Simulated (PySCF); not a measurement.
A structure optimised at PBE0-D3(BJ)/def2-SVP, used in a PySCF frequency run:

```xyz
11

C     -1.0236    -1.8351     0.0000
C     -0.2224    -0.7649     0.0000
O      1.1620    -0.7935     0.0000
C      1.3670     0.6425     0.0000
B     -0.2224     0.7985     0.0000
O     -1.1545     1.7582     0.0000
H     -2.1049    -1.6922     0.0000
H     -0.6241    -2.8529     0.0000
H      1.9258     0.9642     0.8959
H      1.9258     0.9642    -0.8959
H     -0.7966     2.6523     0.0000
```

Write its SMILES, formula and point group.

C=C1OCB1O, C3H5BO2, Cs

What are its rotational constants (standard atomic weights)?

5.4544, 3.5704, 2.1881 GHz
